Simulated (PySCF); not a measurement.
Structure problem from calculated spectra and properties.

Formula: C6H9N.

- Rotational structure: rotational constants A, B, C: 3.663, 2.218, 1.507 GHz [GFN2-xTB]
- UV, first state: lowest singlet excitation: 5.06 eV (245 nm, f = 0.022) [TDDFT PBE0/def2-SVPD]
- Triplet: lowest triplet excitation (Tamm–Dancoff): 3.19 eV [TDA PBE0/def2-SVPD]
- Dipole: 1.67 D [PBE0/def2-SVPD]
- NMR, other nuclei: isotropic shieldings of nuclei other than C and H, by class: -92 (1 N) ppm [GIAO PBE0/pcSseg-1]
- UV, strongest line: among the 6 lowest singlet transitions: S4 at 6.06 eV (205 nm, f = 0.245) [TDDFT PBE0/def2-SVPD]
- 1H NMR: chemical shifts (computed TMS as zero) by class: 10.92 (1 H), 8.14 (1 H), 6.61 (1 H), 6.16 (1 H), 5.54 (1 H), 5.45 (1 H), 5.37 (1 H), 3.33 (2 H) ppm [GIAO PBE0/pcSseg-1]
- Polarisability: 82.4 au [PBE0/def2-SVPD]
- 13C NMR: chemical shifts (computed TMS as zero) by class: 178.6 (1 C), 149.6 (1 C), 145.3 (1 C), 126.2 (1 C), 125.6 (1 C), 50.2 (1 C) ppm [GIAO PBE0/pcSseg-1]

The electronic properties come from PySCF, for the isolated species, density fitting. Levels stand in brackets. The structure is a single GFN2-xTB conformer in the gas phase; no vibrational or solvent corrections. NMR values are class means; diastereotopic atoms form classes of their own.

**Question.** Propose a structure and show how it fits.

**Answer.** Numbering: `[H]/[N:7]=[CH:6]/[CH2:5][C:3]([CH:2]=[CH2:1])=[CH2:4]`. Its formula, C6H9N, gives 3 degrees of unsaturation: 0 rings and 3 π bonds in the structure found. 6 carbons fall into 6 classes; from least to most shielded: imine carbon [C6] (178.6 ppm), fully substituted alkene carbon [C3] (149.6 ppm), alkene CH carbon [C2] (145.3 ppm), terminal =CH2 carbon [C1] (126.2 ppm), terminal =CH2 carbon [C4] (125.6 ppm), allylic carbon [C5] (50.2 ppm). Hydrogen classes from least to most shielded: 1 H on an imine nitrogen, N7 (10.92 ppm), 1 H on an imine carbon, C6 (8.14 ppm), 1 H on an alkene CH carbon, C2 (6.61 ppm), 1 H on a terminal =CH2 carbon, C1 (6.16 ppm), 1 H on a terminal =CH2 carbon, C1 (5.54 ppm), 1 H on a terminal =CH2 carbon, C4 (5.45 ppm), 1 H on a terminal =CH2 carbon, C4 (5.37 ppm), 2 H on an allylic carbon, C5 (3.33 ppm). The other shieldings belong to: -92 ppm, imine nitrogen [N7]. The optimised geometry has point group C1 and is an asymmetric top. Structure: `[H]/N=C/CC(=C)C=C`. Computed isomers that give other values at the same levels: `C=C(C#N)C(C)C` (13C chemical shifts (computed TMS as zero) by class: 139.4 (1 C), 136.1 (1 C), 122.5 (1 C), 41.2 (1 C), 24.0 (2 C) ppm); `NCC1=CCC=C1` (rotational constant A: 6.299 GHz; this holds for the one conformer computed); `C=CN1CC=CC1` (13C chemical shifts (computed TMS as zero) by class: 142.7 (1 C), 134.7 (2 C), 81.3 (1 C), 59.5 (2 C) ppm). The assignments are read from this structure; whether some other isomer fits the data as well wasn't checked.

Conformer computed: `[H]/[N:7]=[CH:6]/[CH2:5][C:3]([CH:2]=[CH2:1])=[CH2:4]`: C1–C2–C3–C4 175°, C2–C3–C5–C6 75°, C3–C5–C6–N7 -124°.
